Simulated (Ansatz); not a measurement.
Y3O3⁺. Charge 1, multiplicity 1. Geometry r2SCAN-D4/def2-SVP, basis def2-TZVP, Ansatz.

```xyz
6

Y    -1.224   -0.941    1.231
Y     1.451    1.078    0.797
Y     0.335   -0.825   -1.762
O    -0.329    0.801    1.694
O    -1.405   -1.027   -0.771
O     1.170    0.915   -1.189
```

```json
{"run": "A", "HOMO (eV)": "-7.24", "LUMO (eV)": "-5.82"}
{"run": "B", "HOMO (eV)": "-7.67", "LUMO (eV)": "-5.20"}
{"run": "C", "HOMO (eV)": "-9.02", "LUMO (eV)": "-3.99"}
{"run": "D", "HOMO (eV)": "-7.34", "LUMO (eV)": "-5.55"}
{"run": "E", "HOMO (eV)": "-7.08", "LUMO (eV)": "-5.42"}
```

In the def2 sets Y takes a core potential; there is no spin–orbit coupling. HSE06 is defined as in plane-wave codes, on full-range PBE exchange. No other spin state of charge 1 was run. Another isomer (singlet) lies 0.22 eV lower at PBE0-D4/def2-TZVP; other spin states weren't run for this one.

Q: The runs used HSE06, PBE, PBE0, r2SCAN, ωB97M-V. Estimate which is which.

A: A PBE (0 % exact exchange); B PBE0 (25 % exact exchange); C ωB97M-V (range-separated); D HSE06 (range-separated); E r2SCAN (0 % exact exchange). Exact exchange lowers occupied and raises empty levels; among semilocal functionals meta-GGAs tend to open the gap a little, and such runs are hard to tell apart. The gap grows from 1.42 eV (PBE) to 5.03 eV (ωB97M-V). The restricted singlet is unstable towards broken spin symmetry in Hartree–Fock (as tested in another run); at PBE-D4/def2-TZVP, PBE0-D4/def2-TZVP, ωB97M-V/def2-TZVP, HSE06-D4/def2-TZVP and others this wasn't settled.
